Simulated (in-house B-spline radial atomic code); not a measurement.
Ionising Cs with different functionals

Computed with an all-electron radial atomic-structure program (B-spline basis): four-component Dirac-Coulomb Hamiltonian, Fermi nucleus of rms radius 4.8041 fm, spin-restricted, spherical fractional occupations for the functionals. The ionisation energy is the difference of two self-consistent energies, [Xe] 6s1 → [Kr] 4d10 5s2 5p6, without Breit or QED terms; ε is the level of the shell that loses the electron (mean over j).

Hybrids are left out here: with spherical fractional occupations of an open shell their exact exchange keeps a self-interaction that integer-occupation calculations don't have.

```
           method  rung  ΔSCF (eV)  -ε(6s) (eV)
         LDA VWN5   LDA       3.99         2.22
 relativistic LDA   LDA       3.99         2.22
         LDA PW92   LDA       4.00         2.22
LDA exchange-only   LDA       3.33         1.59
              PBE   GGA       3.86         2.09
           PBEsol   GGA       3.79         2.08
             BLYP   GGA       3.88         2.02
             RPBE   GGA       3.86         2.03
             PW91   GGA       3.89         2.09
             BP86   GGA       3.92         2.23
             AM05   GGA       3.77         2.04
             OLYP   GGA       3.78         1.81
```

Q: How do they compare with the NIST value?

A: NIST lists 3.894 eV (measured, ground level to ground level). Errors run from -0.56 to +0.10 eV; PW91 is closest (-0.00 eV), but part of that can be cancellation, since the calculations leave out Breit-QED terms, spin polarisation.
